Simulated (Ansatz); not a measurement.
Consider the formal exchange of groups at a C–Ge bond: `F[CH2][GeH2][Cl]` + `F[CH2][GeH3]` → `FC[CH](F)[GeH3]` + `[Cl][GeH3]`.

Program: Ansatz. Geometries: PBE0-D4/def2-TZVP. ΔE: electronic, gas phase. CCSD(T)/CBS adds triple-zeta CCSD(T) − MP2 to the extrapolated MP2 energy (def2 sets, frozen cores). Functionals use def2-TZVPP. For Ge outer-core shells are correlated without core-valence functions, which leaves a few kJ/mol of doubt a bond. Scalar relativity is left out up to krypton. One conformer a species, not always the lowest.

```tsv
level	ΔE (kJ/mol)
r2SCAN-D4	-10.4
ωB97X-V	-11.0
B2PLYP	-7.1
CCSD/def2-TZVPP	-8.9
MP2/def2-QZVPP	-8.1
SCS-MP2/def2-QZVPP	-8.0
MP2/CBS(def2)	-8.1
CCSD/CBS(def2)	-9.1
```

Q: What does CCSD(T)/CBS give? (Estimate.)

A: Computed: -9.2 kJ/mol. The listed levels differ from it by -1.2, -1.8, 2.1, 0.3, 1.1, 1.2, 1.1, 0.1 kJ/mol.

Largest T1 diagnostic among the species: 0.012.
